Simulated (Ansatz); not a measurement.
The same path of CH6GeS (9 atoms, charge 0, multiplicity 1) was run twice with different band settings. Lost on the way: Ge2–H8. Made: S3–H8.

Level of theory: RKS B3LYP/def2-SVP (Ansatz).

Relaxed end points:

```xyz
9
Properties=species:S:1:pos:R:3
C -0.759 0.837 -0.824
Ge 0.278 -0.603 0.010
S 0.920 0.170 2.033
H -1.107 0.516 -1.818
H -0.137 1.736 -0.941
H -1.634 1.085 -0.206
H 1.524 -0.954 -0.835
H -0.581 -1.877 0.186
H 1.587 -0.955 2.378
```

```xyz
9
Properties=species:S:1:pos:R:3
C -0.767 0.847 -1.053
Ge 0.140 -0.954 -0.801
S 0.603 -0.463 1.845
H -0.742 1.045 -2.141
H -0.270 1.693 -0.554
H -1.827 0.814 -0.753
H 1.633 -0.364 -0.933
H -0.295 -1.308 2.407
H 1.612 -1.357 1.967
```

Common settings: spring 5.0 eV/Å²; optimiser quadratic models (default); start path through a guess of the saddle point; force threshold 0.05 eV/Å; iteration limit 60; end points relaxed.

| run | movable images | climbing image |
| --- | --- | --- |
| 1 | 9 | yes |
| 2 | 8 | no |

**Question.** What does each run give, and how far can it be trusted?

**Answer.** Run 1: converged after 13 iterations, highest image 2.131 eV above the first end. A vibrational analysis at the climbing image gives one clearly imaginary mode, 889i cm⁻¹: a first-order saddle point.
Run 2: converged after 17 iterations, highest image 2.044 eV above the first end. No image climbed, so the highest image needn't sit at the top of the path.
The orbitals stay closed-shell, which can raise the energy where a bond breaks towards radicals; this wasn't checked here.
